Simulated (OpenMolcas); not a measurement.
F V: the spin-orbit constant, worked from levels

```
Program             : OpenMolcas
Basis               : ANO-RCC-VTZP [4s3p2d1f]
Scalar Hamiltonian  : DKH2, point nucleus
Active space        : 3 electrons in 9 orbitals (RAS2 2s 2p; RAS3 3d, at most 2 electrons)
State averaging     : 2S+1 = 4 odd, 1 root; 2S+1 = 2 odd, 11 roots (8 in the spin-orbit step); 2S+1 = 4 even, 3 roots; 2S+1 = 2 even, 9 roots
Spin-orbit coupling : RASSI with atomic mean-field integrals over the reference wave functions, term energies averaged over their components
```

Methods: RASSCF; SS-RASPT2, IPEA 0.25 Eh, imaginary shift 0.1 Eh (closed shells correlated: 1s). Measured levels: Moore, Atomic Energy Levels, vol. I, NSRDS-NBS 35 (1971 reprint of NBS Circular 467, 1949).

**The spin-orbit constant.** For the Hund term 2P* of p1, E(J) = (A/2) J(J+1) + constant and ζ = 2S·A = A. From J = 1/2 to J = 3/2 the energy changes by 1.5 A.

```csv
Source,E(3/2) - E(1/2),A,ζ
RASSCF,700.3,466.9,467
SS-RASPT2,700.3,466.9,467
measured,746.0,497.3,497
```

All in cm-1. SS-RASPT2 is off by -6.1 % and RASSCF by -6.1 %. Both methods take the spin-orbit matrix elements from the reference wave functions, so the second can move ζ only through the term energies and any multistate remixing.

Active for correlation alone: 3d; no level in the range computed is led by a configuration that fills it, so any true level of that kind is missing. Measured partners are found by configuration, term and J. A level has none where our copy of the source lacks it or the pairing is in doubt (some pairs that miss far off the trend of their configuration count as doubtful), and it then counts in no deviation. Levels of configurations outside the active space are missing.

* marks odd parity.
